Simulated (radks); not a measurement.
The numbers below are computed, except where a source is named.
Problem. The table gives one normalised radial function P(r) = r R(r) (large component) of Hf+ in [Xe] 4f14 6s2 7s1 (r in bohr). Level of theory: Dirac Kohn-Sham, BLYP, spin-unpolarised, spherical densities, finite nucleus; Fermi nuclear charge, rms radius 5.347 fm (a radial shooting solver on a logarithmic mesh with Libxc functionals).

r,P
0.0009641,0.0212
0.001338,0.0272
0.001858,0.0345
0.002559,0.0426
0.003552,0.0517
0.004931,0.0602
0.006845,0.0662
0.009502,0.0660
0.01319,0.0548
0.01831,0.0275
0.02522,-0.0158
0.035,-0.0685
0.04859,-0.1038
0.06746,-0.0828
0.09364,0.0131
0.13,0.1280
0.1805,0.1295
0.2485,-0.0399
0.345,-0.2122
0.4789,-0.1103
0.6648,0.2095
0.9229,0.3493
1.281,0.0694
1.778,-0.4161
2.449,-0.6833
3.4,-0.5651
4.72,-0.2622
6.552,-0.0649
9.095,-0.0070
12.63,-0.0002
17.53,0.0000

Which n and l does it have? It may be an empty orbital.

Solution. n = 6, l = 0: the number of nodes gives n - l - 1 = 5, the rise at small r points to l (this Dirac orbital starts outside the nucleus as r^gamma with gamma = sqrt((l + 1)^2 - (Z/c)^2) = 0.85; the j = 1/2 orbital of l + 1 starts with the same power, but with a smaller coefficient, and then steepens), and the extent must fit the shell. The curve is that of 6s1/2. 6s1/2: eigenvalue -15.450 eV, 5 radial nodes at r = 0.0227, 0.0904, 0.234, 0.540, 1.35 bohr, <r> = 2.91 bohr, 90 % of the charge inside 4.19 bohr.
